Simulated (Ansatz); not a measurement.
Species: C3H6N2, SMILES `CN(C)C#N` (charge 0, multiplicity 1).

### Question
Give a relaxed geometry from PBE-D3(BJ)/def2-TZVP (Ansatz, a program for electronic structure).

### Answer
the end point of this relaxation (outside a Z-matrix the atoms follow the SMILES, hydrogens last).
Cartesian coordinates (Å) in one orientation:
```xyz
11

C     -1.128    -0.631    -0.260
N      0.039     0.250    -0.308
C      1.246    -0.234     0.365
C     -0.186     1.566    -0.289
N     -0.372     2.723    -0.316
H     -1.491    -0.782     0.773
H     -0.853    -1.606    -0.686
H     -1.935    -0.197    -0.861
H      2.066     0.472     0.191
H      1.094    -0.349     1.453
H      1.520    -1.209    -0.062
```
